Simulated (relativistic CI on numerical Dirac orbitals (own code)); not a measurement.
Computed by Dirac-Coulomb-Breit CI, orbitals from a KLI potential per configuration, QED by a radiative potential, valence Slater integrals scaled by 0.85, P86 correlation energy added to each configuration (own radial code, finite nucleus).

Configurations in the expansion (outside the closed core [Ar] 3d10): 4s2 4p, 4s2 5s, 4s2 5p, 4s2 4d, 4s2 6s, 4s 4p2, 4s2 6p, 4s2 5d, 4s2 4f, 4s2 7s, 4s2 7p, 4s2 6d, 4s2 5f, 4s2 5g, 4s2 7d, 4p3, 4s 4p 4d. Levels of other configurations are missing.

Correlation outside the listed configurations is missing or only estimated: errors of thousands of cm⁻¹ between configurations and terms are usual at this charge. Rates and lifetimes follow the computed energies and can be off by large factors. The fine structure of a lone outer electron comes out too small, for d and f at times inverted, and misplaced configurations move strength between like terms. 7 of the 7 excited levels that our extract of the measured tables holds in this range could be paired (the sources list more); they are missed by 2973 cm⁻¹ on average and 3946 at most, and levels without a partner can miss by more.

Outline of the computed level scheme of Ga I. Lowest level of each configuration: 4s2 4p 2P°_1/2 at 0.0000 eV; 4s2 5s 2S_1/2 at 3.5242 eV; 4s 4p2 4P_1/2 at 4.1701 eV; 4s2 5p 2P°_1/2 at 4.5257 eV; 4s2 4d 2D_3/2 at 4.6962 eV; 4s2 6s 2S_1/2 at 5.1492 eV; 4s2 6p 2P°_1/2 at 5.5001 eV; 4s2 5d 2D_3/2 at 5.5193 eV; 4s2 7s 2S_1/2 at 5.7552 eV.

Some strong electric-dipole decays among the lowest 16 levels: 4s2 5s 2S_1/2 → 4s2 4p 2P°_3/2 (1.7e+08 s⁻¹); 4s2 4d 2D_5/2 → 4s2 4p 2P°_3/2 (1.4e+08 s⁻¹); 4s2 4d 2D_3/2 → 4s2 4p 2P°_1/2 (1.2e+08 s⁻¹); 4s2 5s 2S_1/2 → 4s2 4p 2P°_1/2 (8.8e+07 s⁻¹); 4s2 6s 2S_1/2 → 4s2 4p 2P°_3/2 (5.1e+07 s⁻¹); 4s2 6s 2S_1/2 → 4s2 4p 2P°_1/2 (2.6e+07 s⁻¹); 4s2 7s 2S_1/2 → 4s2 4p 2P°_3/2 (2.5e+07 s⁻¹); 4s2 4d 2D_3/2 → 4s2 4p 2P°_3/2 (2.4e+07 s⁻¹).

Rates of lines that live on the mixing of spin multiplicities can be off by large factors.
